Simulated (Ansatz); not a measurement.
# Ligand exchange: C3H8Se + Si2H4O2 → C2H8SeSi + CH4O2Si

Species: C3H8Se `CC[Se]C`, singlet; Si2H4O2 `O[Si]O[SiH3]`, singlet; C2H8SeSi `CC[Se][SiH3]`, singlet; CH4O2Si `CO[Si]O`, singlet. The partners trade CH3 for SiH3: Se–CH3 and O–SiH3 bonds give way to Se–SiH3 and O–CH3.

Shapes, held fixed at every level: PBE0-D4/def2-TZVP. Flexible molecules stand in one conformer, not always the lowest. Programs: Ansatz 0.2.0. The zero-point and thermal change to 298 K, harmonic and unscaled (PBE0-D4/def2-TZVP), is +2.3 kJ/mol.

Estimate ΔH(298 K) of this reaction.

The highest level, CCSD(T)/def2-TZVPP, gives ΔH(298 K) = +96.9 kJ/mol; the levels span +75.4 to +101.5. The column of differences is taken from that level and isn't an error. No measured value is set beside it here. Relativity is left out for Se. Outer-core shells of Se are correlated in most correlated rows, in sets that cover them unevenly.

```tsv
level	kind	ΔH(298 K) (kJ/mol)	less CCSD(T)/def2-TZVPP
BHLYP-D4/def2-TZVPP	global hybrid	+96.8	-0.1
r2SCAN0-D4/def2-TZVPP	global hybrid	+89.8	-7.1
wB97M-V/def2-TZVPP	range-separated hybrid	+93.1	-3.8
B2PLYP/def2-TZVPP	double hybrid	+96.6	-0.3
MP2/def2-TZVPP	perturbation theory	+101.5	+4.6
CCSD(T)/def2-SVP	coupled cluster or CI	+75.4	-21.5
CCSD/def2-SVP	coupled cluster or CI	+77.0	-19.9
CCSD(T)/def2-TZVPP	coupled cluster or CI	+96.9	0.0
```
